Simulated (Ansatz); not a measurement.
`C[CH2][Mg][Br]` + HCl → `C[CH2][Mg][Cl]` + HBr  (ligand exchange at a Mg–Br bond)

Program: Ansatz. Geometries: PBE0-D4/def2-TZVP. ΔE: electronic, gas phase. CBS: MP2 limit from def2 TZ/QZ plus the TZ coupled-cluster correction, frozen cores. This one scheme is used for every species. For Br, Mg outer-core shells are correlated without core-valence functions, which leaves a few kJ/mol of doubt a bond. Scalar relativity is left out up to krypton. One conformer a species, not always the lowest.

`C[CH2][Mg][Br]`:

```xyz
9

C     0.353   -1.140   -0.311
C     0.067    0.340   -0.575
Mg   -0.618    1.451    1.052
Br   -1.388    2.694    2.889
H    -0.538   -1.677    0.029
H     0.709   -1.659   -1.208
H     1.118   -1.281    0.458
H     0.970    0.832   -0.955
H    -0.673    0.439   -1.379
```

HCl:

```xyz
2

Cl   -0.130    0.306    0.546
H     0.130   -0.306   -0.546
```

`C[CH2][Mg][Cl]`:

```xyz
9

C     0.170    0.166   -1.197
C    -0.627   -0.207    0.054
Mg    0.381   -0.051    1.873
Cl    1.447    0.117    3.785
H     1.056   -0.464   -1.324
H    -0.424    0.060   -2.113
H     0.521    1.201   -1.169
H    -1.528    0.414    0.122
H    -0.996   -1.236   -0.032
```

HBr:

Z-matrix (Å, degrees):
```
Br
H 1 1.420
```

| species | CCSD(T)/CBS(def2) energy (Eh) |
| --- | --- |
| `C[CH2][Mg][Br]` | -2852.39929 |
| HCl | -460.38127 |
| `C[CH2][Mg][Cl]` | -738.85772 |
| HBr | -2573.91920 |

(1) Work out ΔE.

Largest T1 diagnostic among the species: 0.008.

Answers

(1) ΔE = (-738.85772) + (-2573.91920) − (-2852.39929) − (-460.38127) = 0.00364 Eh = +2.3 kcal/mol.

Leaving LDA and LC-ωPBE aside and taking each functional with its dispersion term where it has one, the values, not all of them listed here, spread over 1.8 kcal/mol, from BLYP-D4 to PBE-QIDH. From BLYP to BHLYP (50 % exact exchange), in def2-TZVPP and without D4, ΔE moves by +1.1 kcal/mol.
